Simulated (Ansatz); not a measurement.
Consider the hydrogenolysis of a C–Cl bond: `C=[C](Cl)[AlH][F]` + H₂ → `C=[CH][AlH][F]` + HCl.

Isolated molecules relaxed with PBE0-D4/def2-TZVP in Ansatz; ΔE leaves out vibrations. CBS: MP2 limit from def2 TZ/QZ plus the TZ coupled-cluster correction, frozen cores. This one scheme is used for every species. Functionals use def2-TZVPP. One conformer a species, not always the lowest.

`C=[C](Cl)[AlH][F]`:

Cartesian coordinates in Å:
```
C -1.017 -0.203 -0.960
C -0.119 -0.604 -0.062
Cl 0.068 -2.302 0.265
Al 0.970 0.700 0.872
F 2.080 0.202 1.978
H -1.653 -0.888 -1.512
H -1.134 0.858 -1.164
H 0.804 2.238 0.583
```

H₂:

Z-matrix (Å, degrees):
```
H
H 1 0.746
```

`C=[CH][AlH][F]`:

Z-matrix (Å, degrees):
```
C
C 1 1.336
H 1 1.089 2 121.9
H 1 1.089 2 123.0 3 -180.0
Al 2 1.926 1 117.9 3 0.0
H 2 1.089 1 117.5 3 -180.0
F 5 1.652 2 120.4 1 179.9
H 5 1.578 2 121.7 1 -0.1
```

HCl:

```xyz
2

Cl    0.614   -0.166    0.065
H    -0.614    0.166   -0.065
```

```csv
level,ΔE (kJ/mol),difference from CCSD(T)/CBS
r2SCAN-D4,-64.2,8.3
ωB97X-V,-71.7,0.8
PBE0,-73.4,-0.9
r2SCAN0,-72.6,-0.1
LC-ωPBE,-78.3,-5.8
RPA@PBE/def2-TZVPP,-74.5,-2.0
SCS-MP2/def2-TZVPP,-73.3,-0.8
CCSD(T)/def2-TZVPP,-75.8,-3.3
HF/def2-QZVPP,-96.6,-24.1
SCS-MP2/def2-QZVPP,-71.7,0.8
CCSD(T)/CBS,-72.5,0
```

Largest T1 diagnostic among the species: 0.012.

From PBE to PBE0 (25 % exact exchange), in def2-TZVPP and without D4, ΔE moves by −8.6 kJ/mol. In def2-TZVPP, CCSD(T) changes the Hartree–Fock value by +20.9 kJ/mol (the triples alone add +6.5 kJ/mol) and MP2 by +27.5 kJ/mol.
